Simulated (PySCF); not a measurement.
# Shapes and spin states of Pt(OH)₂

Method: BP86/[Pt def2-TZVP with ECP60, O def2-TZVP, H def2-TZVP], scalar-relativistic core potentials, density fitting, no spin–orbit coupling, PySCF.

Relaxations began from a few typed shapes and spin states; open shells are unrestricted. The search is not exhaustive: other isomers or separated fragments can lie lower, and high-lying points may rest on an excited occupation.

Question: Which is the lowest minimum found?
A. singlet (closed shell, unstable to spin polarisation) C2h: O–H 0.985 Å (×2), Pt–O 1.858 Å (×2); H–O–Pt 110.8° (×2), O–Pt–O 180.0°
B. singlet (closed shell, unstable to spin polarisation) C2: O–H 0.984 Å (×2), Pt–O 1.858 Å (×2); H–O–Pt 110.2° (×2), O–Pt–O 163.7°
C. triplet C2h: O–H 0.973 Å (×2), Pt–O 1.875 Å (×2); H–O–Pt 124.4° (×2), O–Pt–O 180.0°
D. triplet C2: O–H 0.975 Å (×2), Pt–O 1.877 Å (×2); H–O–Pt 119.0° (×2), O–Pt–O 173.7°

Answer: D. The others lie at 5.0 (singlet C2), 5.6 (singlet C2h, a saddle point), 7.7 (triplet C2h, a saddle point) kJ/mol above it.

For the lowest minimum: with open d or f shells other occupations or spin states may lie lower. No spin–orbit coupling is included, which matters more the heavier the element.
